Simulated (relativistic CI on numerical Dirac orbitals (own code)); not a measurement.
Electric-dipole transitions in Cs LIII

Computed by Dirac-Coulomb-Breit CI, orbitals from a KLI potential per configuration, a model potential for QED, unscaled Slater integrals (own radial code, finite nucleus).

Configuration list (outside the closed core 1s2): 2s, 2p, 3s, 3p, 3d, 4s, 4p, 4d, 4f, 5s, 5p, 5d, 5f, 5g. Levels of other configurations are missing.

```tsv
λ vac (nm)	Lower	Upper	A (s⁻¹)	log gf	S velocity/length
0.17032	2p ²P°3/2 [3]	4d ²D5/2 [13]	1.65e+14	-0.37	1.00
0.21026	2s ²S1/2 [1]	3p ²P°3/2 [6]	1.65e+14	-0.36	1.00
0.21436	2p ²P°1/2 [2]	3d ²D3/2 [7]	4.56e+14	0.10	1.00
0.21463	2s ²S1/2 [1]	3p ²P°1/2 [5]	1.97e+14	-0.57	1.00
0.22889	2p ²P°3/2 [3]	3d ²D5/2 [8]	5.10e+14	0.38	1.00
0.44693	3p ²P°3/2 [6]	5d ²D5/2 [20]	2.71e+13	-0.31	1.00
0.44861	3d ²D3/2 [7]	5f ²F°5/2 [21]	3.45e+13	-0.20	1.00
0.45393	3d ²D5/2 [8]	5f ²F°7/2 [23]	3.59e+13	-0.05	1.00
0.60672	3s ²S1/2 [4]	4p ²P°3/2 [11]	2.11e+13	-0.33	1.00
0.61561	3p ²P°1/2 [5]	4d ²D3/2 [12]	4.58e+13	0.02	1.00
0.64932	3p ²P°3/2 [6]	4d ²D5/2 [13]	5.52e+13	0.32	1.00
0.65284	3d ²D3/2 [7]	4f ²F°5/2 [14]	1.03e+14	0.60	1.00
0.66287	3d ²D5/2 [8]	4f ²F°7/2 [15]	1.09e+14	0.76	1.00
1.3209	4s ²S1/2 [9]	5p ²P°3/2 [18]	4.88e+12	-0.29	1.00
1.3375	4p ²P°1/2 [10]	5d ²D3/2 [19]	9.16e+12	-0.01	1.00
1.4018	4p ²P°3/2 [11]	5d ²D5/2 [20]	1.15e+13	0.31	1.00
1.4086	4d ²D3/2 [12]	5f ²F°5/2 [21]	1.92e+13	0.53	1.00
1.4273	4d ²D5/2 [13]	5f ²F°7/2 [23]	2.04e+13	0.70	1.00
1.4276	4f ²F°5/2 [14]	5g ²G7/2 [22]	3.26e+13	0.90	1.00
1.4363	4f ²F°7/2 [15]	5g ²G9/2 [24]	3.36e+13	1.02	1.00
```

Terms are leading LS components. Brackets give the number of a level in order of energy, since labels repeat. The list gives strong lines, with weight on those to low levels. Levels whose partners in the same complex of configurations lie outside the list can be far off, and so can their lines. Rates are taken at the computed energies, electric ones in the length gauge. A velocity-to-length ratio far from 1 marks an uncertain rate.

At this charge energies of transitions that change n are usually good to better than 1 %, and those within a shell (Δn = 0) to a few per cent.

(1) From the table, what is the radiative lifetime of 4d ²D5/2?

Results:

(1) The listed rates from this level add up to about 2.20e+14 s⁻¹, 100 % of its decay; with all channels τ = 4.53e-15 s.
